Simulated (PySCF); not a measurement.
**How methods differ on the ionisation energy of Ag+**

Ag+ [Kr] 4d10 (1S) → Ag(2+) [Kr] 4d9 (2D), as a difference of total energies. All numbers are calculated (PySCF 2.14, a scalar-relativistic core potential, in aug-cc-pVDZ-PP with ECP28MDF (5s5p4d2f, 54 functions)). Correlated levels: valence: 4s2 4p6 frozen. The calculations carry no spin-orbit coupling.

```
           method  ionisation energy (eV)  difference from reference (eV)
              UHF                  19.730                          -1.754
           r2SCAN                  21.542                          +0.058
           M06-2X                  21.723                          +0.239
    MP2 (valence)                  21.656                          +0.172
SCS-MP2 (valence)                  21.457                          -0.027
```

Reference: 21.484 eV (measured; NIST Atomic Spectra Database, ionization energies).

The reference lies between the lowest fine-structure levels, while these numbers refer to the centres of the terms.

Errors of the correlated levels include the incompleteness of this basis and the frozen core.
